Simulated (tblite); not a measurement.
Species: C5H13NSSi2.
Atom-mapped SMILES: `[CH3:1][C:2]#[C:3][Si@@H:4]([CH2:5][CH3:6])[S:7][SiH2:8][NH2:9]` (hydrogens: H10, H11, H12 on C1; H13 on Si4; H14, H15 on C5; H16, H17, H18 on C6; H19, H20 on Si8; H21, H22 on N9)

Geometry (GFN2-xTB, Å), atoms numbered from 1 in this order:
```
atom  x, y, z in Å
C1    -3.2454    1.4661    0.5367
C2    -2.0250    0.7076    0.3887
C3    -1.0099    0.0658    0.2776
Si4    0.5565   -0.8777    0.0329
C5     0.2222   -2.4805   -0.9218
C6    -0.7661   -3.3781   -0.1908
S7     1.9154    0.2901   -1.1739
Si8    2.1421    2.0948   -0.0189
N9     3.1619    3.2340   -0.8010
H10   -3.7444    1.1910    1.4659
H11   -3.0206    2.5325    0.5560
H12   -3.9142    1.2603   -0.2990
H13    1.1879   -1.1040    1.3367
H14    1.1568   -3.0209   -1.0805
H15   -0.1691   -2.2443   -1.9129
H16   -0.3826   -3.6552    0.7889
H17   -0.9537   -4.2911   -0.7536
H18   -1.7133   -2.8628   -0.0472
H19    0.8296    2.7058    0.1143
H20    2.7846    1.7395    1.2376
H21    2.8373    3.6399   -1.6648
H22    4.1398    3.0067   -0.8922
```

Method: GFN2-xTB as coded in tblite; computed harmonic values from a numerical Hessian at the method's own geometry, unscaled. Errors from tens to a few hundred cm⁻¹ against measured bands are possible. Modes of hydrogen on silicon can be 10 to 20 % off. One conformer, not necessarily the lowest.

Harmonic wavenumbers (cm⁻¹): 25.8, 29.2, 30.3, 40.8, 61.2, 72.3, 87.8, 126.5, 145.3, 174.9, 205.5, 212.2, 256.6, 288.2, 319.8, 326.1, 471.8, 477.4, 488.2, 563.4, 576.0, 600.6, 617.1, 652.8, 721.8, 727.9, 743.1, 753.1, 830.0, 912.9, 980.3, 1014.1, 1015.5, 1021.9, 1081.6, 1107.6, 1234.2, 1288.1, 1382.0, 1421.5, 1447.0, 1447.4, 1475.5, 1514.1, 1514.4, 1517.7, 2213.4, 2312.5, 2316.6, 2328.9, 2970.9, 2985.6, 3002.5, 3002.9, 3009.4, 3014.7, 3026.9, 3035.0, 3464.5, 3495.1.

A = 1084, B = 573.8, C = 397.3 MHz; mass 175.031 u (most abundant isotopes); point group C1, symmetry number 1.

Zero-point energy?

Half the sum of the wavenumbers: 36090 cm⁻¹ = 103.19 kcal/mol.

Give the ideal-gas entropy at 350 K and 1 bar in the rigid-rotor, harmonic-oscillator model (classical rotation).

Translation 42.21, rotation 32.02, vibration 67.50: S = 141.7 cal/(mol K).

And Cp and H(350 K) − H(0)?

Cp = 59.45 cal/(mol K), of which vibrations give 51.50 (their classical limit is 60 R = 119.2); H(350 K) − H(0) = 13.40 kcal/mol without the zero-point energy, 10.62 from vibrations.

How do the functions run with temperature in this model?

| T (K) | S (cal/(mol K)) | Cp (cal/(mol K)) | H − H(0) (kcal/mol) | G − H(0) (kcal/mol) | ln q(vib) |
| --- | --- | --- | --- | --- | --- |
| 100 | 88.7 | 29.8 | 2.05 | -6.82 | 5.96 |
| 200 | 113.4 | 42.7 | 5.69 | -16.99 | 11.62 |
| 300 | 133.0 | 54.3 | 10.56 | -29.33 | 16.46 |
| 500 | 165.2 | 72.3 | 23.33 | -59.27 | 24.87 |
| 800 | 203.3 | 89.7 | 47.84 | -114.78 | 35.54 |
| 1000 | 224.2 | 97.6 | 66.61 | -157.58 | 41.74 |

q(vib) and H(0) count from the zero-point level.

Which modes carry the vibrational entropy at 350 K?

25.8 cm⁻¹: 6.45; 29.2 cm⁻¹: 6.20; 30.3 cm⁻¹: 6.13; 40.8 cm⁻¹: 5.54; 61.2 cm⁻¹: 4.73; 72.3 cm⁻¹: 4.41 cal/(mol K); the other 54 give 34.04 together.

Blend soft modes into free rotors: weight 1/[1 + (100 cm⁻¹/ν̃)⁴] for the oscillator and the rest for a rotor with moment μB/(μ + B), μ = h/(8π²ν), B = 10⁻⁴⁴ kg m². What vibrational entropy results?

57.26 cal/(mol K) in place of 67.50, which changes −T·S at 350 K by +3.58 kcal/mol.

What must be added to the electronic energy to get the Gibbs energy at 350 K and 1 bar?

ZPE + [H(350 K) − H(0)] − T·S = 103.19 + 13.40 − 49.60 = 66.99 kcal/mol.

Hindered rotation and anharmonicity are outside this model. Other conformers, if any are populated, would add a mixing term that is left out. The structure is chiral; the term R ln 2 for an equal mix with its mirror image is left out.

Hardware: Arm Neoverse N1, one thread, shared host. Cost: 2.2 s of wall time. This covers the Hessian and the dipole derivatives.
